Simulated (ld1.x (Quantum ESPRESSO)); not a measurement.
**What one change does to a pseudopotential (Ti (Z = 22), TM)**

titanium, norm-conserving Troullier–Martins (Kleinman–Bylander form), made with ld1.x (Quantum ESPRESSO) 7.5 (LDA (PZ), scalar-relativistic). Core [Ar], reference 3d2 4s2 4p0. Waves: 4s (bound): rc 2.50 bohr; 4p (bound, empty): rc 3.95 bohr; 3d (bound): rc 2.15 bohr. Local part: the d channel. Core correction: Bessel-smoothed model core inside 1.25 bohr.

Change: all radii but the core radius scaled by about 0.93 (s 2.34, p 3.68, d 2.00 bohr).

Cutoffs: the cutoffs (Ry, on a coarse ladder) from which the occupation-weighted sum of valence levels, in a spherical-Bessel basis at the reference potential, stays within 10 and 1 mRy of its value at 400 Ry; they do not see the model core or the augmentation charge, which bear on the density cutoff. Errors are all-electron minus pseudo energies relative to the spin-unpolarised reference configuration.

Q: How do hardness, ghosts and transferability respond?

A: The potential gets harder (45 Ry and 55 Ry → 50 Ry and 60 Ry); both files keep a bound ghost (p, s); of the 8 tests that both files solve, the error grows in 1 and shrinks in 2 by more than 15 % and 0.3 meV (median size 37.6 → 31.8 meV). A smaller radius makes the pseudo-wave follow the all-electron one further in, where it bends more sharply, so more plane waves are needed.

```tsv
quantity	base	changed
cutoff, loose	45 Ry	50 Ry
cutoff, tight	55 Ry	60 Ry
loose cutoff by channel (10 mRy a level)	s 6 Ry, d 45 Ry	s 6 Ry, d 50 Ry
bound ghosts	s, p	s, p
tests counted (converged, no solver errors)	8 of 9	8 of 9
error for 3d2 4s1 4p0, meV [ΔE 7.54 eV]	-3.1	-3.0
error for 3d2 4s0 4p0, meV [ΔE 21.34 eV]	-33	-33
error for 3d1 4s0 4p0, meV [ΔE 48.53 eV]	-394	-438
error for 3d3 4s1 4p0, meV [ΔE 1.06 eV]	-123	-125
error for 3d2.5 4s1.5 4p0, meV [ΔE 0.32 eV]	-38	-40
error for 3d2 4s1 4p1, meV [ΔE 3.14 eV]	-0.9	-1.5
error for 3d2 4s2 4p0 (spin-polarised), meV [ΔE -0.67 eV]	+37	+29
error for 3d2 4s1 4p0 (spin-polarised), meV [ΔE 6.29 eV]	+40	+30
```

Base: Tests not counted: 3d1 4s2 4p1 (solver errors, printed error -82.9 eV). These tests converged, but a pseudo level misses the all-electron one widely, so the file describes the atom poorly there or has found another state: 3d1 4s0 4p0: empty 4s by 3.7 eV (a node warning on the way). Changed file: Tests not counted: 3d1 4s2 4p1 (solver errors, printed error -86.4 eV). These tests converged, but a pseudo level misses the all-electron one widely, so the file describes the atom poorly there or has found another state: 3d1 4s0 4p0: empty 4s by 3.7 eV (a node warning on the way). A true bound ghost makes a file unfit for plane-wave use even where its test errors are small: the radial tests pick states by their node count and pass the ghost by. Where a test does run into it, the solver fails or the error is huge.
